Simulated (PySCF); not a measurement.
**GeSb: frontier orbitals**

PBE0 at R = 2.459 Å; Ge cc-pVDZ-PP with ECP10, Sb cc-pVDZ-PP with ECP28; scalar-relativistic core potentials (PySCF 2.14). State: ²Σ⁺ (doublet), unpaired electrons σ ↑, a second solution, started from another occupation. Only the outer orbitals are listed, counted within each symmetry, core potentials removing the inner ones.

```csv
spin,orbital,occ.,ε (eV),on Ge (%),main shells (%)
α,7σ,1,-15.96,44,"53 Sb s, 40 Ge s"
α,8σ,1,-12.43,54,"51 Ge s, 39 Sb s"
α,9σ,1,-7.36,50,"48 Sb p, 45 Ge p"
α,5π,1,-6.09,41,"58 Sb p, 40 Ge p"
α,5π,1,-6.09,41,"58 Sb p, 40 Ge p"
α,6π,0,-2.45,59,"58 Ge p, 40 Sb p"
α,6π,0,-2.45,59,"58 Ge p, 40 Sb p"
α,10σ,0,0.23,53,"51 Ge p, 44 Sb p"
β,7σ,1,-15.30,40,"57 Sb s, 37 Ge s"
β,8σ,1,-11.59,57,"55 Ge s, 37 Sb s"
β,5π,1,-5.93,35,"64 Sb p, 34 Ge p"
β,5π,1,-5.93,35,"64 Sb p, 34 Ge p"
β,9σ,0,-4.60,49,"49 Sb p, 44 Ge p"
β,6π,0,-2.16,65,"64 Ge p, 34 Sb p"
β,6π,0,-2.16,65,"64 Ge p, 34 Sb p"
```

Task: Which are the highest filled and the lowest empty level, where do they sit, and how wide is the gap?

Result: Highest filled β 5π at -5.93 eV (in %: 64 Sb p, 34 Ge p); lowest empty β 9σ at -4.60 eV (in %: 49 Sb p, 44 Ge p); the gap at PBE0 is 1.33 eV.

- bond order (Mayer): 2.60
- ⟨S²⟩: 0.763
- charge on Ge (Mulliken, basis-dependent): 0.03
- charge on Ge (Löwdin, basis-dependent): -0.01
- dipole moment (positive dipole means Ge(−)Sb(+)): -0.63 D

Spin–orbit coupling is left out.
